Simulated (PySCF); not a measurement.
Precursor series Sc Cl-OH. Gas-phase values, no solvent. One relaxed conformer stands for each flexible species; it need not be the lowest.

The charge on the central atom (Mulliken) from two functionals at the same geometries (r2SCAN-D4/def2-SVP), both in PySCF: PBE-D3(BJ)/def2-TZVP and B3LYP-D3(BJ)/def2-TZVP. B3LYP has the VWN-RPA correlation part, as in Gaussian. 

```tsv
species	B3LYP-D3(BJ)/def2-TZVP (e)
0 of 3 Cl replaced by OH ([Sc(Cl)3])	1.12
1 of 3 Cl replaced by OH ([Sc(Cl)2(OH)])	1.25
2 of 3 Cl replaced by OH ([Sc(Cl)(OH)2])	1.36
3 of 3 Cl replaced by OH ([Sc(OH)3])	1.43
```

### Question
What does PBE-D3(BJ)/def2-TZVP give for each?

### Answer

- 0 of 3 Cl replaced by OH ([Sc(Cl)3]): 1.04
- 1 of 3 Cl replaced by OH ([Sc(Cl)2(OH)]): 1.15
- 2 of 3 Cl replaced by OH ([Sc(Cl)(OH)2]): 1.24
- 3 of 3 Cl replaced by OH ([Sc(OH)3]): 1.29
Over these rows, drawn at random from the members with no instability flagged (it was tested for open shells, ions and some series alone), PBE minus B3LYP-D3(BJ): mean -0.11 e, from -0.14 e to -0.08 e.
